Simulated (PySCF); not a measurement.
The numbers are results of B3LYP-D3(BJ)/def2-TZVP run with PySCF 2.14.0, not measurements. All species are isolated molecules in the gas phase. One relaxed conformer stands for a flexible species; it need not be the lowest. B3LYP has the VWN-RPA correlation part, as in Gaussian. Excitations are Tamm–Dancoff values on a coarser integration grid. The basis has no diffuse functions, so Rydberg states are missing or too high.

Reference species (SMILES): `C=C(C#N)C[SiH3]` (neutral, multiplicity 1).

The S1–T1 gap (TDA) is 2.57 eV. The HOMO is -7.66 eV and the S1 excitation (TDA) is 6.20 eV.

Changed species: `C(/C=C\C#N)[SiH3]`.

Task: What does the change do to the S1–T1 gap (TDA), HOMO and S1 excitation (TDA)?

Result: the S1–T1 gap (TDA) falls by 0.22 eV, to 2.35 eV; the HOMO rises by 0.16 eV, to -7.50 eV; the S1 excitation (TDA) falls by 0.23 eV, to 5.97 eV.
